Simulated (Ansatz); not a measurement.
`[NH2][GeH2][NH][SiH](N)F`, relaxed with RKS PBE0-D4/def2-TZVP in Ansatz 0.2.0 from a GFN2-xTB geometry. The force threshold is 0.005 eV/Å; the program also tests the step.

Total charge 0; spin multiplicity 1.

Start:

```xyz
14

N    -1.151    0.698    1.425
Ge   -0.312   -0.910    1.376
N     0.980   -0.729    0.124
Si    0.690   -0.241   -1.511
N    -0.158    1.237   -1.666
F     2.166   -0.005   -2.118
H    -1.959    0.767    2.027
H    -0.551    1.493    1.605
H     0.387   -1.349    2.645
H    -1.394   -1.890    1.003
H     1.807   -1.288    0.259
H     0.063   -1.257   -2.341
H     0.373    2.086   -1.776
H    -0.941    1.387   -1.052
```

Problem. How much energy does the relaxation release, and in how many steps? (Best estimate.)

Solution. Computed: 30.57 kJ/mol, in 24 steps, 2 of them rejected.

Problem. Which bonds change most? (An estimate is asked.)

Solution. Ansatz gave: N1–Ge2 from 1.814 to 1.849 Å; Ge2–H9 from 1.515 to 1.544 Å; Ge2–H10 from 1.506 to 1.536 Å; Si4–H12 from 1.455 to 1.481 Å.

Problem. Give the relaxed structure. (Estimate.)

Solution. Computed: 
```xyz
14

N    -0.808    0.935    1.569
Ge   -0.448   -0.851    1.259
N     0.897   -0.918    0.020
Si    0.895   -0.178   -1.519
N    -0.415    0.887   -1.537
F     2.346    0.485   -1.705
H    -1.705    1.102    2.005
H    -0.097    1.412    2.108
H     0.082   -1.617    2.490
H    -1.765   -1.446    0.740
H     1.751   -1.347    0.340
H     0.788   -1.086   -2.683
H    -0.841    1.223   -2.382
H    -0.680    1.398   -0.705
```
